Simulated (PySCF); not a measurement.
**As²⁺ (arsenic, charge +2) across methods**

[Ar] 3d10 4s1 4p2, high-spin 4P determinant (an excited configuration). Calculation: PySCF 2.14, in x2c-QZVPPall (11s8p5d4f1g, 97 functions); the spin-free X2C one-electron Hamiltonian (Gaussian nucleus).

```csv
method,E (hartree),mean ε 3d β (eV),mean ε 4s α (eV),mean ε 4p α (eV),Σ⟨r²⟩ (bohr²),⟨S²⟩
r2SCAN,-2259.419,-63.793,-36.291,-25.029,23.09,3.752
LDA,-2255.979,-63.286,-35.715,-24.605,23.20,3.751
wB97M-V,-2259.253,-69.586,-40.054,-28.180,23.25,3.751
UHF,-2257.84225,-78.969,-42.584,-29.555,23.33,3.751
wB97X,-2259.479,-69.306,-39.946,-28.159,23.19,3.751
M06,-2259.414,-67.623,-37.312,-25.719,23.14,3.751
M06-L,-2259.345,-63.859,-35.794,-24.660,23.11,3.751
PBE0,-2259.165,-67.240,-37.465,-25.943,23.18,3.751
PBE,-2259.118,-62.936,-35.526,-24.553,23.22,3.751
```
